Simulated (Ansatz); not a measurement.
Start from `BN(C=C)[SiH2]C` and change one atom or group to get `BN(C)C=C`.

Ansatz, PBE0-D4/def2-TZVP geometries, multiplicity 1. Each molecule was computed in one conformer, which needn't be the lowest.

```
                                                                                  property  `BN(C=C)[SiH2]C`
                                        size of the dipole moment (ωB97M-V/def2-TZVPP) / D              1.33
ideal-gas entropy at 298 K and 1 bar (rigid rotor, harmonic PBE0-D4/def2-TZVP) / J/(mol·K)               370
                                                       LUMO energy (B3LYP/def2-TZVPP) / eV             -0.83
                                                       HOMO–LUMO gap (PBE/def2-TZVPP) / eV              4.36
                                                     HOMO–LUMO gap (B3LYP/def2-TZVPP) / eV              5.90
                                                      HOMO–LUMO gap (PBE0/def2-TZVPP) / eV              6.33
```

(1) Give the same properties after the change, and the shifts. (Estimate.)

Answers

(1) Computed: 
```
                                                                                  property  `BN(C)C=C`  shift
                                        size of the dipole moment (ωB97M-V/def2-TZVPP) / D        1.18  -0.15
ideal-gas entropy at 298 K and 1 bar (rigid rotor, harmonic PBE0-D4/def2-TZVP) / J/(mol·K)         309    -61
                                                       LUMO energy (B3LYP/def2-TZVPP) / eV       -0.75   0.08
                                                       HOMO–LUMO gap (PBE/def2-TZVPP) / eV        4.29  -0.07
                                                     HOMO–LUMO gap (B3LYP/def2-TZVPP) / eV        5.83  -0.07
                                                      HOMO–LUMO gap (PBE0/def2-TZVPP) / eV        6.26  -0.07
```

With PBE0 the HOMO rises by 0.16 eV and the LUMO rises by 0.08 eV, so the gap narrows by about 0.08 eV. PBE moves the HOMO by 0.15 eV and ωB97M-V by 0.18 eV. The zero-point energy changes by -40.6 kJ/mol with -9 modes. Dipoles are sizes alone; their direction can turn.

Positive LUMOs are unbound, so they and the gaps depend on the basis.

B3LYP here is the variant with VWN-RPA as its local correlation; programs differ in this.
